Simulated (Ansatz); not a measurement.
Cartesian coordinates in Å:
```
S -0.591 0.791 -1.999
C -0.409 -0.540 -0.782
C 0.662 -0.219 0.223
B 0.370 0.400 1.594
S 0.723 -1.293 1.764
H -0.954 1.746 -1.127
H -1.365 -0.742 -0.297
H -0.149 -1.420 -1.376
H 1.645 -0.076 -0.222
H 0.067 1.355 2.223
```

The species carries charge 0 and has multiplicity 1.

(1) List the B3LYP/def2-TZVPP orbital energies in eV (Ansatz). (Estimate.)

Answers

(1) Computed: Occupied: -2418.13, -2417.99, -278.06, -277.93, -216.13, -215.97, -184.53, -160.67, -160.57, -160.55, -160.54, -160.46, -160.30, -23.00, -21.28, -18.28, -16.19, -13.77, -12.80, -11.99, -11.35, -11.22, -9.70, -8.69, -8.02, -7.62, -6.79. Lowest empty: -1.65, -0.28, 0.17, 0.87, 1.63, 1.70, 2.09, 2.18.

B3LYP here is the variant with VWN-RPA as its local correlation; programs differ in this.
